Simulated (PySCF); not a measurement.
The dipole of `O=Cc1[nH]ccp1` from its density and from atomic charges.

Coordinates (GFN2-xTB, Å) and charges (e) from the PBE0/pcSseg-1 density (PySCF):

```tsv
atom	x	y	z	Mulliken	IAO	Hirshfeld	ESP-fitted
O1	2.611	-1.036	-0.246	-0.3969	-0.4331	-0.2529	-0.4788
C2	2.096	0.062	-0.168	+0.3362	+0.2287	+0.0913	+0.3749
C3	0.682	0.279	-0.047	-0.2861	-0.2196	-0.0486	-0.1326
N4	-0.157	-0.799	-0.016	-0.3479	-0.1806	-0.0401	+0.0944
C5	-1.452	-0.480	0.097	+0.2171	-0.0532	+0.0057	-0.4482
C6	-1.668	0.872	0.160	-0.4800	-0.4265	-0.1406	-0.0062
P7	-0.180	1.790	0.072	+0.4374	+0.3238	+0.0683	-0.1183
H8	2.695	0.989	-0.184	+0.0767	+0.1118	+0.0435	+0.0584
H9	0.222	-1.734	-0.078	+0.1997	+0.3050	+0.1553	+0.2658
H10	-2.199	-1.254	0.131	+0.1180	+0.1714	+0.0685	+0.2531
H11	-2.644	1.314	0.253	+0.1258	+0.1723	+0.0497	+0.1374
```

Form Σ q r in debye for every column and set it beside the full dipole.

The full density gives (-2.85, -0.71, 0.20) D, 2.95 D in size; dipole vectors point from the negative to the positive end.

| scheme | μx | μy | μz | size (D) | share of the full size (%) | angle to the full dipole (°) |
| --- | --- | --- | --- | --- | --- | --- |
| Mulliken | -1.95 | 3.06 | 0.26 | 3.64 | 123 | 71 |
| IAO | -2.43 | 1.79 | 0.25 | 3.03 | 103 | 50 |
| Hirshfeld | -1.98 | 0.17 | 0.16 | 1.99 | 68 | 19 |
| ESP-fitted | -2.84 | -0.65 | 0.21 | 2.92 | 99 | 1 |

Which set comes closest?

Length of the difference vector: ESP-fitted 0.06 D, Hirshfeld 1.24 D, IAO 2.53 D, Mulliken 3.88 D. Closest: ESP-fitted. ESP charges are fitted to the potential around the molecule, whose slowest-falling term is the dipole's. The schemes that divide the density aren't constrained to reproduce the dipole.

What is left for the Hirshfeld atoms' own dipoles?

The shares of the density sum to the whole, so what Σ q r misses lies in dipoles about the nuclei. The atomic dipoles sum to (-2.85, -0.71, 0.20) − (-1.98, 0.17, 0.16) = (-0.87, -0.88, 0.04) D, 1.24 D in size.

With the origin at the mean of the coordinates, (0.000, 0.000, -0.002) Å, which are the largest single terms, by size, of the Hirshfeld dipole along the direction of the full one?

O1 +2.79, C6 -0.96, C2 -0.90, H10 +0.80, H8 -0.60 D; all 11 atoms together +1.89 D. The single terms depend on the origin, their sum doesn't.

Give the size of the full dipole in other units.

2.95 D = 1.159 au = 0.613 e·Å = 9.83 × 10⁻³⁰ C·m.

Geometry: GFN2-xTB, one conformer, isolated molecule.

The values belong to the conformer `[O:1]=[CH:2][c:3]1[nH:4][cH:5][cH:6][p:7]1`: O1–C2–C3–N4 0°.
